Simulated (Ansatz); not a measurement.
Cartesian coordinates in Å:
```
F -1.483 -1.777 -0.048
Si -0.401 -0.782 0.609
Ga -0.284 2.058 -0.463
Ge 1.334 -0.221 -1.030
H 0.217 -1.473 1.773
H -1.221 0.330 1.230
H 1.579 1.177 -0.176
H 0.260 0.687 -1.895
```

Charge 0, multiplicity 1. The bonds changed during the relaxation, so this is another structure than the one it started from.

Q: List the CAM-B3LYP/def2-TZVPP orbital energies in eV (Ansatz 0.2.0). (An estimate is asked.)

A: Computed: Occupied: -10851.53, -10140.27, -1801.79, -1355.77, -1251.85, -1206.74, -1206.72, -1206.70, -1109.10, -1109.09, -1109.06, -673.20, -170.52, -152.10, -146.25, -120.85, -120.79, -120.73, -105.43, -105.40, -105.31, -101.63, -101.57, -101.54, -34.39, -34.37, -34.32, -34.30, -34.27, -34.26, -25.20, -25.19, -25.12, -25.12, -25.10, -18.08, -16.39, -14.24, -14.09, -13.57, -12.14, -10.75, -10.49, -8.81, -7.46. Lowest empty: -0.98, -0.76, 0.59, 0.66, 1.28, 2.06, 2.39, 3.10.
